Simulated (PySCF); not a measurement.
**Correlation energy of Sb⁺ (antimony, charge +1)**

[Kr] 4d10 5s2 5p2, high-spin 3P determinant. All numbers are calculated (PySCF 2.14, the spin-free X2C one-electron Hamiltonian (Gaussian nucleus), in x2c-SVPall). Frozen: [Kr] 4d10; 4 electrons correlated.

MP2 pair energies summed by pair of shells (mhartree):

```
 pair  energy  share (%)
5s-5p  -20.21       59.4
5s-5s  -10.35       30.4
5p-5p   -3.45       10.2
```

Total MP2 correlation energy: -34.01 mhartree.

Same-spin part -5.77 and opposite-spin part -28.24 mhartree; SCS-MP2 scales them by 1/3 and 6/5 to -35.81 mhartree.

```
  level  correlation energy (mhartree)
   CCSD                         -47.81
    (T)                          -0.48
CCSD(T)                         -48.29
```

Diagnostics: T1 = 0.0068, D1 = 0.0186, largest double amplitude 0.097.

Task: Is a single reference adequate?

Result: Mostly. T1 lies below 0.03, but a double amplitude of this size points to a near-degeneracy that CCSD handles and MP2 describes poorly.
